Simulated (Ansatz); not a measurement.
Gas-phase electronic energies from Ansatz, PBE0-D4/def2-TZVP geometries. CCSD(T)/CBS is the MP2 limit (def2-TZVPP, def2-QZVPP) plus CCSD(T) − MP2 in def2-TZVPP, frozen cores. This one scheme is used for every species. def2 core potentials past Kr. For Te outer-core shells are correlated without core-valence functions, which leaves a few kJ/mol of doubt a bond. One conformer a species, not always the lowest.

Reaction (redistribution): `C[Te]B(O)O` + `N[SiH](F)F` → `C[Te][SiH](N)F` + `OB(O)F`

```csv
species,HF/CBS(def2) energy (Eh)
`C[Te]B(O)O`,-482.42331
`N[SiH](F)F`,-544.34605
`C[Te][SiH](N)F`,-751.42902
`OB(O)F`,-275.33975
```

Q: Work out ΔE.

A: ΔE = (-751.42902) + (-275.33975) − (-482.42331) − (-544.34605) = 0.00059 Eh = +0.4 kcal/mol. CCSD(T)/CBS gives +1.2 kcal/mol.

Largest T1 diagnostic among the species: 0.012.

In def2-TZVPP, CCSD(T) changes the Hartree–Fock value by +1.5 kcal/mol (the triples alone add +0.2 kcal/mol) and MP2 by +2.0 kcal/mol. The D4 term adds −0.8 kcal/mol with B3LYP and −0.5 kcal/mol with PBE0; it sums over pairs of atoms, weighted by their polarisabilities, and B3LYP, whose exchange is more repulsive, gets the larger term.

B3LYP here is the variant with VWN-RPA as its local correlation; programs differ in this.
